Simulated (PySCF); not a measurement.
Choosing a molecule for a target property.

Each SMILES stands for a single optimised conformer of the isolated species, non-relativistic unless stated. Electronic properties by PySCF.

Dipoles, sizes and rotational constants follow the conformer. The torsions of the flexible species, by atom-mapped SMILES:
- `[CH3:1]/[CH:2]=[CH:3]\[C:4](=[O:5])[C:6]([F:7])([F:8])[F:9]`: C2–C3–C4–O5 -7°, C3–C4–C6–F7 58°
- `[CH2:1]=[C:2]([O:3]/[CH:4]=[CH:5]/[F:6])[CH:7]([F:8])[F:9]`: C1–C2–O3–C4 17°, C2–O3–C4–C5 -164°, C1–C2–C7–F8 40°
- `[CH3:1][Si@:2]([OH:3])([SH:4])[O:5][CH:6]=[O:7]`: C1–Si2–O5–C6 -94°, Si2–O5–C6–O7 2°, H–O3–Si2–C1 81°, H–S4–Si2–C1 151°
- `[H]/[N:1]=[CH:2]\[CH2:3][F:4]`: N1–C2–C3–F4 0°
- `[CH3:1][CH2:2][C:3](=[O:4])[SiH2:5][O:6][CH3:7]`: C1–C2–C3–O4 1°, C2–C3–Si5–O6 -160°, C3–Si5–O6–C7 -48°
- `[CH3:1][S:2][SiH2:3][S:4][Si@@H:5]([F:6])[SiH3:7]`: C1–S2–Si3–S4 -179°, S2–Si3–S4–Si5 -73°, Si3–S4–Si5–F6 47°
- `[CH3:1][Si@@:2]([OH:3])([SH:4])[C:5](=[O:6])[OH:7]`: C1–Si2–C5–O6 -41°, H–O3–Si2–C1 177°, H–S4–Si2–C1 71°, H–O7–C5–Si2 179°
- `[CH3:1][C@:2]1([C:3]([F:4])=[C:5]([F:6])[F:7])[CH2:8][O:9]1`: C1–C2–C3–F4 -60°

Task: Wanted: electronic spatial extent ⟨r²⟩ about the centre of nuclear charge below 1200 bohr² (CAM-B3LYP/def2-SVPD) and dipole moment above 2 D (CAM-B3LYP/def2-SVPD), at GFN2-xTB geometries. Which candidate meets both?
A. `C/C=C\C(=O)C(F)(F)F`
B. `[H]/N=C\CF`
C. `C[Si@](O)(S)OC=O`
D. `CS[SiH2]S[Si@@H](F)[SiH3]`
E. `CCC(=O)[SiH2]OC`
F. `FC(C(=C)O/C=C/F)F`

Result: B. Computed values:
```csv
species,electronic spatial extent ⟨r²⟩ about the centre of nuclear charge,dipole moment
[H]/N=C\CF,270 bohr²,2.48 D
C[Si@](O)(S)OC=O,1133 bohr²,1.24 D
CCC(=O)[SiH2]OC,1265 bohr²,1.72 D
C/C=C\C(=O)C(F)(F)F,1289 bohr²,3.98 D
FC(C(=C)O/C=C/F)F,1693 bohr²,1.09 D
CS[SiH2]S[Si@@H](F)[SiH3],2692 bohr²,1.53 D
```

Task: Wanted: HOMO–LUMO gap between 8.5 eV and 9.3 eV (CAM-B3LYP/def2-SVPD) and smallest rotational constant below 1.1 GHz (GFN2-xTB), at GFN2-xTB geometries. Which candidate meets both?
A. `C(=C/C(C(F)(F)F)=O)/C`
B. `C(=C\F)/OC(=C)C(F)F`
C. `N(/[H])=C/CF`
D. `C[Si@](S)(OC=O)O`
E. `C[C@]1(C(F)=C(F)F)CO1`
F. `[Si@@](S)(C)(O)C(=O)O`

Result: B. Computed values:
```
              species  HOMO–LUMO gap  smallest rotational constant
C(=C/C(C(F)(F)F)=O)/C        8.26 eV                     0.885 GHz
  C(=C\F)/OC(=C)C(F)F        8.66 eV                     0.601 GHz
[Si@@](S)(C)(O)C(=O)O        8.92 eV                     1.235 GHz
     C[Si@](S)(OC=O)O        9.66 eV                     1.139 GHz
C[C@]1(C(F)=C(F)F)CO1        9.95 eV                     1.018 GHz
         N(/[H])=C/CF       10.06 eV                     4.727 GHz
```

Task: Wanted: lowest singlet excitation above 5.1 eV (TDDFT CAM-B3LYP/def2-SVPD) and lowest triplet excitation (Tamm–Dancoff) above 5 eV (TDA CAM-B3LYP/def2-SVPD), at GFN2-xTB geometries. Which candidate meets both?
A. `C/C=C\C(=O)C(F)(F)F`
B. `O(C)[SiH2]C(CC)=O`
C. `C[Si@@](O)(S)C(=O)O`
D. `[H]/N=C\CF`
E. `F[Si@H](S[SiH2]SC)[SiH3]`
F. `C=C(O/C=C/F)C(F)F`

Result: E. Computed values:
| species | lowest singlet excitation | lowest triplet excitation (Tamm–Dancoff) |
| --- | --- | --- |
| O(C)[SiH2]C(CC)=O | 3.52 eV | 2.88 eV |
| C/C=C\C(=O)C(F)(F)F | 3.80 eV | 3.27 eV |
| C[Si@@](O)(S)C(=O)O | 4.96 eV | 4.31 eV |
| [H]/N=C\CF | 5.31 eV | 4.47 eV |
| F[Si@H](S[SiH2]SC)[SiH3] | 5.44 eV | 5.14 eV |
| C=C(O/C=C/F)C(F)F | 5.89 eV | 3.84 eV |

Task: Wanted: static isotropic polarisability above 68 au (CAM-B3LYP/def2-SVPD) and HOMO energy below -9 eV (CAM-B3LYP/def2-SVPD), at GFN2-xTB geometries. Which candidate meets both?
A. `CCC(=O)[SiH2]OC`
B. `C[C@]1(C(F)=C(F)F)CO1`
C. `[H]/N=C\CF`
D. `C[Si@](O)(S)OC=O`
E. `C=C(O/C=C/F)C(F)F`
F. `FC(F)(F)C(/C=C\C)=O`

Result: D. Computed values:
| species | static isotropic polarisability | HOMO energy |
| --- | --- | --- |
| [H]/N=C\CF | 34.0 au | -9.22 eV |
| C[C@]1(C(F)=C(F)F)CO1 | 63.9 au | -8.92 eV |
| FC(F)(F)C(/C=C\C)=O | 67.3 au | -9.70 eV |
| C=C(O/C=C/F)C(F)F | 69.6 au | -8.39 eV |
| C[Si@](O)(S)OC=O | 77.6 au | -9.05 eV |
| CCC(=O)[SiH2]OC | 80.2 au | -8.12 eV |
